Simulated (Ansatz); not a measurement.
Computed with Ansatz (a quantum-chemistry and plane-wave program) with PBE0-D3(BJ)/def2-TZVP. No frequencies were computed at this level.

Ansatz 0.2 input:
```yaml
crystal:
  periodic: [false, false, false]
  atoms:
    - { symbol: C, position_ang: [1.52464, 0.092578, 0.031026] }
    - { symbol: C, position_ang: [0.325401, 0.022218, -0.002661] }
    - { symbol: C, position_ang: [-1.10272, -0.054285, -0.035298] }
    - { symbol: O, position_ang: [-1.822726, 0.610715, -0.728499] }
    - { symbol: H, position_ang: [2.574019, 0.143074, 0.06601] }
    - { symbol: H, position_ang: [-1.498615, -0.814301, 0.669423] }
basis:
  gaussian: { orbitals: def2-tzvp }
hamiltonian:
  xc: pbe0
  dispersion: d3bj
relax:
  max_steps: 150
```

Output:

```
Functional definition: PBE0
779 factors; their error is unknown
mean field evaluation 1: about -5178.9027 eV, gradient 4.9e1 eV
mean field evaluation 2: about -5176.2323 eV, gradient 6.3e1 eV
mean field evaluation 4: about -5183.6917 eV, gradient 2.7e0 eV
mean field evaluation 8: about -5183.7082 eV, gradient 1.5e-1 eV
mean field evaluation 16: about -5183.7168 eV, gradient 6.6e-5 eV
mean field -5183.71677027 eV, -190.4980776582 hartree, gradient 2.2e-5 eV, S^2 0.000000; 0 other end points of the search recorded, 0 dependent functions left out
reference -5183.71679470 eV, -190.4980785557 hartree; 14, 14 occupied and 122, 122 virtual orbitals, 779 factors
relax step   1: F+E_penalty+E_count = -5183.79182997 eV  Δ(F+E_penalty+E_count) = +0.000e0 eV  max|allowed force component| = 5.987e-1 eV/Å  Δτ_max = 0.0000 Å  (29 SCF iters, accepted)
these checks for a lower state are left out or cut short: starts, cluster_reference, orbital_swaps, neighbouring_geometries, increment
779 factors; their error is unknown
mean field -5183.72695920 eV, -190.4984520944 hartree, gradient 1.0e-5 eV, S^2 0.000000; 0 other end points of the search recorded, 0 dependent functions left out
reference -5183.72698363 eV, -190.4984529920 hartree; 14, 14 occupied and 122, 122 virtual orbitals, 779 factors
relax step   2: F+E_penalty+E_count = -5183.80188982 eV  Δ(F+E_penalty+E_count) = -1.006e-2 eV  max|allowed force component| = 4.016e-1 eV/Å  Δτ_max = 0.0202 Å  (34 SCF iters, accepted)
these checks for a lower state are left out or cut short: starts, cluster_reference, orbital_swaps, neighbouring_geometries, increment
779 factors; their error is unknown
mean field evaluation 32: about -5183.7253 eV, gradient 1.3e-5 eV
mean field -5183.72530208 eV, -190.4983911962 hartree, gradient 1.3e-5 eV, S^2 0.000000; 0 other end points of the search recorded, 0 dependent functions left out
reference -5183.72532649 eV, -190.4983920935 hartree; 14, 14 occupied and 122, 122 virtual orbitals, 779 factors
relax step   3: F+E_penalty+E_count = -5183.80008565 eV  Δ(F+E_penalty+E_count) = +1.804e-3 eV  max|allowed force component| = 3.431e-1 eV/Å  Δτ_max = 0.0314 Å  (34 SCF iters, rejected (line search))
these checks for a lower state are left out or cut short: starts, cluster_reference, orbital_swaps, neighbouring_geometries, increment
779 factors; their error is unknown
mean field -5183.73170285 eV, -190.4986264204 hartree, gradient 1.1e-5 eV, S^2 0.000000; 0 other end points of the search recorded, 0 dependent functions left out
reference -5183.73172726 eV, -190.4986273173 hartree; 14, 14 occupied and 122, 122 virtual orbitals, 779 factors
relax step   4: F+E_penalty+E_count = -5183.80656140 eV  Δ(F+E_penalty+E_count) = -4.672e-3 eV  max|allowed force component| = 7.618e-2 eV/Å  Δτ_max = 0.0157 Å  (34 SCF iters, accepted)
these checks for a lower state are left out or cut short: starts, cluster_reference, orbital_swaps, neighbouring_geometries, increment
779 factors; their error is unknown
mean field -5183.73162189 eV, -190.4986234448 hartree, gradient 1.0e-5 eV, S^2 0.000000; 0 other end points of the search recorded, 0 dependent functions left out
reference -5183.73164630 eV, -190.4986243419 hartree; 14, 14 occupied and 122, 122 virtual orbitals, 779 factors
relax step   5: F+E_penalty+E_count = -5183.80646228 eV  Δ(F+E_penalty+E_count) = +9.912e-5 eV  max|allowed force component| = 1.502e-1 eV/Å  Δτ_max = 0.0022 Å  (35 SCF iters, rejected (line search))
these checks for a lower state are left out or cut short: starts, cluster_reference, orbital_swaps, neighbouring_geometries, increment
779 factors; their error is unknown
mean field -5183.73181827 eV, -190.4986306618 hartree, gradient 1.0e-5 eV, S^2 0.000000; 0 other end points of the search recorded, 0 dependent functions left out
reference -5183.73184268 eV, -190.4986315588 hartree; 14, 14 occupied and 122, 122 virtual orbitals, 779 factors
relax step   6: F+E_penalty+E_count = -5183.80667964 eV  Δ(F+E_penalty+E_count) = -1.182e-4 eV  max|allowed force component| = 5.646e-2 eV/Å  Δτ_max = 0.0009 Å  (36 SCF iters, accepted)
these checks for a lower state are left out or cut short: starts, cluster_reference, orbital_swaps, neighbouring_geometries, increment
779 factors; their error is unknown
mean field -5183.73200768 eV, -190.4986376226 hartree, gradient 1.0e-5 eV, S^2 0.000000; 0 other end points of the search recorded, 0 dependent functions left out
reference -5183.73203209 eV, -190.4986385196 hartree; 14, 14 occupied and 122, 122 virtual orbitals, 779 factors
relax step   7: F+E_penalty+E_count = -5183.80687840 eV  Δ(F+E_penalty+E_count) = -1.988e-4 eV  max|allowed force component| = 6.816e-2 eV/Å  Δτ_max = 0.0015 Å  (35 SCF iters, accepted)
these checks for a lower state are left out or cut short: starts, cluster_reference, orbital_swaps, neighbouring_geometries, increment
779 factors; their error is unknown
mean field evaluation 64: about -5183.7321 eV, gradient 2.0e-4 eV
mean field -5183.73208539 eV, -190.4986404784 hartree, gradient 9.9e-6 eV, S^2 0.000000; 0 other end points of the search recorded, 0 dependent functions left out
reference -5183.73210981 eV, -190.4986413757 hartree; 14, 14 occupied and 122, 122 virtual orbitals, 779 factors
relax step   8: F+E_penalty+E_count = -5183.80692778 eV  Δ(F+E_penalty+E_count) = -4.938e-5 eV  max|allowed force component| = 7.938e-2 eV/Å  Δτ_max = 0.0065 Å  (34 SCF iters, accepted)
these checks for a lower state are left out or cut short: starts, cluster_reference, orbital_swaps, neighbouring_geometries, increment
779 factors; their error is unknown
mean field -5183.73225242 eV, -190.4986466165 hartree, gradient 1.0e-5 eV, S^2 0.000000; 0 other end points of the search recorded, 0 dependent functions left out
reference -5183.73227683 eV, -190.4986475136 hartree; 14, 14 occupied and 122, 122 virtual orbitals, 779 factors
relax step   9: F+E_penalty+E_count = -5183.80711653 eV  Δ(F+E_penalty+E_count) = -1.887e-4 eV  max|allowed force component| = 8.131e-2 eV/Å  Δτ_max = 0.0030 Å  (35 SCF iters, accepted)
these checks for a lower state are left out or cut short: starts, cluster_reference, orbital_swaps, neighbouring_geometries, increment
779 factors; their error is unknown
mean field -5183.73234303 eV, -190.4986499462 hartree, gradient 1.0e-5 eV, S^2 0.000000; 0 other end points of the search recorded, 0 dependent functions left out
reference -5183.73236744 eV, -190.4986508434 hartree; 14, 14 occupied and 122, 122 virtual orbitals, 779 factors
relax step  10: F+E_penalty+E_count = -5183.80722074 eV  Δ(F+E_penalty+E_count) = -1.042e-4 eV  max|allowed force component| = 1.153e-1 eV/Å  Δτ_max = 0.0024 Å  (34 SCF iters, accepted)
these checks for a lower state are left out or cut short: starts, cluster_reference, orbital_swaps, neighbouring_geometries, increment
779 factors; their error is unknown
mean field -5183.73240267 eV, -190.4986521382 hartree, gradient 1.0e-5 eV, S^2 0.000000; 0 other end points of the search recorded, 0 dependent functions left out
reference -5183.73242709 eV, -190.4986530356 hartree; 14, 14 occupied and 122, 122 virtual orbitals, 779 factors
relax step  11: F+E_penalty+E_count = -5183.80729603 eV  Δ(F+E_penalty+E_count) = -7.530e-5 eV  max|allowed force component| = 5.055e-2 eV/Å  Δτ_max = 0.0037 Å  (35 SCF iters, accepted)
these checks for a lower state are left out or cut short: starts, cluster_reference, orbital_swaps, neighbouring_geometries, increment
779 factors; their error is unknown
mean field -5183.73251579 eV, -190.4986562953 hartree, gradient 1.0e-5 eV, S^2 0.000000; 0 other end points of the search recorded, 0 dependent functions left out
reference -5183.73254022 eV, -190.4986571928 hartree; 14, 14 occupied and 122, 122 virtual orbitals, 779 factors
relax step  12: F+E_penalty+E_count = -5183.80739447 eV  Δ(F+E_penalty+E_count) = -9.844e-5 eV  max|allowed force component| = 2.833e-2 eV/Å  Δτ_max = 0.0023 Å  (35 SCF iters, accepted)
these checks for a lower state are left out or cut short: starts, cluster_reference, orbital_swaps, neighbouring_geometries, increment
779 factors; their error is unknown
mean field evaluation 96: about -5183.7240 eV, gradient 4.8e-1 eV
mean field -5183.73254502 eV, -190.4986573695 hartree, gradient 1.0e-5 eV, S^2 0.000000; 0 other end points of the search recorded, 0 dependent functions left out
reference -5183.73256945 eV, -190.4986582671 hartree; 14, 14 occupied and 122, 122 virtual orbitals, 779 factors
relax step  13: F+E_penalty+E_count = -5183.80741681 eV  Δ(F+E_penalty+E_count) = -2.234e-5 eV  max|allowed force component| = 2.424e-2 eV/Å  Δτ_max = 0.0016 Å  (35 SCF iters, accepted)
these checks for a lower state are left out or cut short: starts, cluster_reference, orbital_swaps, neighbouring_geometries, increment
779 factors; their error is unknown
mean field -5183.73255373 eV, -190.4986576895 hartree, gradient 1.0e-5 eV, S^2 0.000000; 0 other end points of the search recorded, 0 dependent functions left out
reference -5183.73257816 eV, -190.4986585872 hartree; 14, 14 occupied and 122, 122 virtual orbitals, 779 factors
relax step  14: F+E_penalty+E_count = -5183.80742258 eV  Δ(F+E_penalty+E_count) = -5.766e-6 eV  max|allowed force component| = 1.690e-2 eV/Å  Δτ_max = 0.0009 Å  (35 SCF iters, accepted)
these checks for a lower state are left out or cut short: starts, cluster_reference, orbital_swaps, neighbouring_geometries, increment
779 factors; their error is unknown
mean field -5183.73255499 eV, -190.4986577356 hartree, gradient 1.0e-5 eV, S^2 0.000000; 0 other end points of the search recorded, 0 dependent functions left out
reference -5183.73257941 eV, -190.4986586333 hartree; 14, 14 occupied and 122, 122 virtual orbitals, 779 factors
relax step  15: F+E_penalty+E_count = -5183.80742381 eV  Δ(F+E_penalty+E_count) = -1.228e-6 eV  max|allowed force component| = 1.184e-2 eV/Å  Δτ_max = 0.0002 Å  (35 SCF iters, accepted)
these checks for a lower state are left out or cut short: starts, cluster_reference, orbital_swaps, neighbouring_geometries, increment
779 factors; their error is unknown
mean field -5183.73255499 eV, -190.4986577358 hartree, gradient 1.0e-5 eV, S^2 0.000000; 0 other end points of the search recorded, 0 dependent functions left out
reference -5183.73257942 eV, -190.4986586335 hartree; 14, 14 occupied and 122, 122 virtual orbitals, 779 factors
relax step  16: F+E_penalty+E_count = -5183.80742513 eV  Δ(F+E_penalty+E_count) = -1.325e-6 eV  max|allowed force component| = 1.461e-3 eV/Å  Δτ_max = 0.0002 Å  (35 SCF iters, accepted)
779 factors; their error is unknown
mean field evaluation 128: about -5183.7326 eV, gradient 6.2e-3 eV
mean field -5183.73255499 eV, -190.4986577358 hartree, gradient 1.0e-5 eV, S^2 0.000000; 1 other end points of the search recorded, 0 dependent functions left out
reference -5183.73257942 eV, -190.4986586335 hartree; 14, 14 occupied and 122, 122 virtual orbitals, 779 factors
Total energy: -5183.80744956 eV, -190.5014100605 hartree
Atom 0 at     1.529763     0.087624     0.035259 Å, force     0.000573     0.000024     0.000015 eV/Å
Atom 1 at     0.329955     0.041320    -0.013972 Å, force    -0.001135    -0.000229     0.000070 eV/Å
Atom 2 at    -1.109881    -0.061640    -0.027436 Å, force     0.000544     0.000491    -0.000382 eV/Å
Atom 3 at    -1.823537     0.606613    -0.727185 Å, force     0.000007    -0.001461     0.001406 eV/Å
Atom 4 at     2.593442     0.143444     0.064663 Å, force     0.000829     0.000114    -0.000017 eV/Å
Atom 5 at    -1.519744    -0.817363     0.668673 Å, force    -0.000818     0.001062    -0.001092 eV/Å
Dipole moment:     0.464522    -0.262500     0.289273 e Å
```

Cost: roughly 26 core-seconds.
